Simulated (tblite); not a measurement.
Question: What does the GFN2-xTB structure of `C=N[C@]12C=C[C@@H]3[C@H](C=C1)[C@@H]32` look like in three dimensions?

Answer: 
```
atom  x, y, z in Å
C1     2.8032    0.0027   -0.6208
N2     2.0539   -0.0808    0.3767
C3     0.6395   -0.0470    0.3048
C4    -0.0131    0.7397    1.4272
C5    -1.1654    1.2750    1.0203
C6    -1.3894    1.0144   -0.3983
C7    -1.3854   -0.4611   -0.9140
C8    -1.1607   -1.5384    0.0435
C9    -0.0156   -1.3594    0.7040
C10   -0.1468    0.3824   -0.9496
H11    3.8696   -0.0532   -0.4519
H12    2.4802    0.1247   -1.6585
H13    0.4029    0.7383    2.4172
H14   -1.8651    1.8175    1.6311
H15   -1.9995    1.6944   -0.9753
H16   -1.9917   -0.6416   -1.7901
H17   -1.8574   -2.3447    0.1907
H18    0.3951   -1.9634    1.4911
H19    0.3360    0.7097   -1.8554
```

Any rigid rotation of these coordinates is as good. Atoms count from 1 in this order. The 5-membered ring C3–C4–C5–C6–C10 has internal angles of 103.8° to 110.9° (sum 537°, against 540° for a flat polygon); it is puckered, 0.07 Å rms from its mean plane, widest ring torsion 16°. The C–C distances run from 1.334 Å (C8=C9, drawn double) to 1.563 Å (C6–C7, drawn single), a spread of 0.229 Å. The 3-membered ring C6–C7–C10 has internal angles of 58.6° to 62.8°. The 2 C–N bonds span 1.250 Å (C1=N2, drawn double) to 1.417 Å (N2–C3, drawn single), a spread of 0.167 Å.

Bonds between heavy atoms (Å): C1=N2 1.250, N2–C3 1.417, C3–C4 1.518, C4=C5 1.334, C5–C6 1.460, C6–C7 1.563, C7–C8 1.459, C8=C9 1.334, C7–C10 1.499, C3–C9 1.520, C3–C10 1.541, C6–C10 1.499.

Structure optimised with GFN2-xTB, isolated species.

Point group: C1 (no symmetry element, even within 0.4 Å). Its GFN2-xTB frequencies are all real (lowest 33 cm⁻¹). The numbers are those of one conformer (C1–N2–C3–C4 -141°, N2–C3–C4–C5 150°, C4–C5–C6–C7 56°, C5–C6–C7–C8 0°, C6–C7–C8–C9 -56°). 2 starts were optimised and ended at 0.00 and 0.26 kcal/mol (GFN2-xTB); the lowest of these is shown.

The numbers are calculated, not measured.
